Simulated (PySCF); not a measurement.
A structure optimised at B3LYP-D3(BJ)/def2-SVP, used in a PySCF frequency run:

```xyz
7

Mg     0.0000     0.0000    -0.6766
I      0.0000     0.0000     1.8745
O      0.0000     0.0000    -2.4670
Si     0.0000     0.0000    -4.1106
H     -1.2092     0.6982    -4.6490
H      0.0000    -1.3963    -4.6490
H      1.2092     0.6982    -4.6490
```
Charge 0, spin multiplicity 1.

Q: Write its SMILES, formula and point group.

A: [SiH3][O][Mg][I], H₃IMgOSi, C3v

Q: What are its rotational constants (standard atomic weights)?

A: 85.718, 0.46648, 0.46648 GHz
